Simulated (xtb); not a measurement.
xtb input:

```bash
xtb mol.xyz --gfn 1 --opt tight --chrg 0 --uhf 0
```
mol.xyz:
```
5

Si    -0.00531629    -0.01719300     0.24578825
F     -0.03941444    -0.12746730     1.82225111
Cl     1.79541348    -0.68156269    -0.39997231
Cl    -0.27224446     1.92485259    -0.26237484
Cl    -1.49792443    -1.16164827    -0.50478788
```

Problem. Predict the final energy.

Solution. -20.03465 Eh (GFN1-xTB).
